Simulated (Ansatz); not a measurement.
Cost and result for the atomization energy of CH₇OPSi (`C[SiH2]OP`) (11 atoms, 10 bonds).

```xyz
11

C    -0.416   -0.495   -1.594
Si   -0.476   -0.848    0.230
O    -0.136    0.511    1.115
P     1.329    1.240    1.268
H     0.586   -0.178   -1.896
H    -1.123    0.292   -1.865
H    -0.670   -1.393   -2.163
H     0.501   -1.917    0.576
H    -1.836   -1.261    0.654
H     0.932    2.583    1.000
H     1.310    1.466    2.674
```

Total charge 0; spin multiplicity 1. The geometry is a stationary point of PBE0-D4/def2-TZVP. It is one conformer, not always the lowest. Program: Ansatz. All runs use 4 threads of an Arm Neoverse V1 on a shared host. Times are those of one run each, without the atoms' runs, and a repeat can differ threefold. Electronic energies, without spin–orbit coupling; frozen cores. CCSD(T)/CBS adds CCSD(T) − MP2 in def2-TZVPP to the MP2 limit, and its time is that of the two runs behind it. T1 = 0.012. B3LYP takes the VWN-RPA correlation (the form of Gaussian; ORCA's B3LYP/G).

CCSD(T)/CBS is a level of theory with its own doubt, some kJ/mol a heavy atom from the limit and from the frozen cores, so smaller differences don't rank the functionals.

| level | functions | wall time | atomization (kcal/mol) | difference from CCSD(T)/CBS | per bond |
| --- | --- | --- | --- | --- | --- |
| PBE-D4/def2-TZVPP (with forces) | 244 | 2.3 s | 896.0 | 1.2 | 0.1 |
| PBE0-D4/def2-TZVPP | 244 | 2.6 s | 885.5 | -9.3 | -0.9 |
| B3LYP-D4/def2-TZVPP (with forces) | 244 | 4.1 s | 895.7 | 0.9 | 0.1 |
| r2SCAN-D4/def2-TZVPP (with forces) | 244 | 4.6 s | 892.3 | -2.5 | -0.2 |
| B2PLYP/def2-TZVPP | 244 | 4.9 s | 883.4 | -11.4 | -1.1 |
| ωB97X-V/def2-TZVPP | 244 | 7.5 s | 901.0 | 6.2 | 0.6 |
| ωB97M-V/def2-TZVPP (with forces) | 244 | 11 s | 899.3 | 4.5 | 0.5 |
| MP2/def2-QZVPP | 464 | 18 s | 887.9 | -6.9 | -0.7 |
| CCSD(T)/def2-TZVPP | 244 | 91 s | 869.5 | -25.3 | -2.5 |
| CCSD(T)/CBS(def2) | – | 110 s | 894.8 | 0.0 | 0.0 |

The D4 term adds +8.5 kcal/mol with B3LYP and +4.5 kcal/mol with PBE0; it sums over pairs of atoms, weighted by their polarisabilities, and B3LYP, whose exchange is more repulsive, gets the larger term. From PBE to PBE0 (25 % exact exchange), in def2-TZVPP and without D4, the atomization energy moves by −9.7 kcal/mol: exact exchange takes away binding that semilocal exchange gives to molecules. In def2-TZVPP, CCSD(T) changes the Hartree–Fock value by +214.1 kcal/mol (the triples alone add +10.2 kcal/mol) and MP2 by +217.3 kcal/mol; breaking electron pairs costs correlation energy, which Hartree–Fock lacks.
